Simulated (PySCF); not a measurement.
A calculated (M06-2X, PySCF 2.14, pcseg-2, no relativity, point nucleus) atom or ion has these occupied shells.

```tsv
shell	electrons	orbital energy (eV)	rms radius, mean of both spins (bohr)
1s α	1	-2134.9	0.121
1s β	1	-2134.5	0.121
2s α	1	-198.05	0.567
2s β	1	-197.85	0.567
2p α	3	-146.87	0.541
2p β	3	-146.32	0.541
3s α	1	-27.193	1.99
3s β	1	-24.382	1.99
3p α	2	-17.227	2.28
```

**Question.** Name the element and its charge.

**Answer.** P⁺ (phosphorus, charge +1), in [Ne] 3s2 3p2, high-spin 3P determinant.
